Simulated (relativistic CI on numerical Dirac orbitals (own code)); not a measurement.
## Radial parameters of Pd³⁹⁺

Computed by Dirac-Coulomb-Breit CI, orbitals from a KLI potential per configuration, a model potential for QED, unscaled Slater integrals (own radial code, finite nucleus).

Slater integrals F^k, G^k are unscaled and averaged over j, outside the closed core 1s2; ζ comes from projecting the Hamiltonian with its Breit term on Σ l·s of the shell.

- 2s²2p³: F^2(2p,2p) = 833370, ζ(2p) = 923440 cm⁻¹; <r>(2p) = 0.1142, <r^2>(2p) = 0.01579 (bohr units).
- 2s2p⁴: F^2(2p,2p) = 831910, G^1(2s,2p) = 885440, ζ(2p) = 918820 cm⁻¹; <r>(2s) = 0.1323, <r^2>(2s) = 0.02057, <r>(2p) = 0.1144, <r^2>(2p) = 0.01584 (bohr units).
- 2p⁵: ζ(2p) = 914300 cm⁻¹; <r>(2p) = 0.1146, <r^2>(2p) = 0.01592 (bohr units).

Averages of the first 10 configurations, taken without configuration mixing, which lowers the lowest level and can move excited configurations by several eV; other configurations of the list can lie among them:

| Configuration | Parity | States | Average energy above the lowest level (eV) |
| --- | --- | --- | --- |
| 2s²2p³ | odd | 20 | 172.2 |
| 2s2p⁴ | even | 30 | 475.3 |
| 2p⁵ | odd | 6 | 814.2 |
| 2p⁴3s | even | 30 | 4064.3 |
| 2p⁴3p | odd | 90 | 4149.6 |
| 2p⁴3d | even | 150 | 4233.3 |
| 2s²2p²3s | even | 30 | 3469.5 |
| 2s²2p²3p | odd | 90 | 3560.4 |
| 2s²2p²3d | even | 150 | 3644.5 |
| 2s2p³3s | odd | 80 | 3748.8 |
